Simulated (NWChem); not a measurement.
Species: C₃H₁₀O₄Si; SMILES O[Si](O)(O)OC(C)C

```xyz
18

C     -0.9602     1.9777    -1.0542
C     -0.2147     1.6544     0.2399
C      0.6880     2.7929     0.7027
O      0.6215     0.4971     0.0356
Si     0.1395    -1.0614     0.2155
O     -0.6642    -1.1549     1.6547
O      1.5145    -1.9703     0.0973
O     -0.9023    -1.6538    -0.9243
H     -1.6160     2.8456    -0.9173
H     -0.2476     2.2053    -1.8555
H     -1.5727     1.1270    -1.3699
H     -0.9395     1.4251     1.0319
H      1.4391     3.0183    -0.0630
H      1.2084     2.5196     1.6262
H      0.1008     3.6990     0.8901
H     -1.2549    -1.9173     1.7321
H      2.3072    -1.5264     0.4305
H     -0.4675    -1.9761    -1.7265
```
Atoms are numbered in this order, from 1.

All runs: NWChem. Pople sets run with spherical d functions. Coordinates come from a B3LYP/6-31G* (spherical d) optimisation. Not confirmed as a minimum by frequencies. Vzz is the largest principal value of the second derivative of the potential at the nucleus (NWChem prints the opposite sign); η is the asymmetry. Non-relativistic.

Question: Estimate the computed values for PBE/6-31G*. Quantities: Vzz O4 (a.u.); η O4; Vzz O8 (a.u.); η O8.

Answer: 
```yaml
Vzz O4 (a.u.): 1.444
"η O4": 0.42
Vzz O8 (a.u.): 1.327
"η O8": 0.57
```
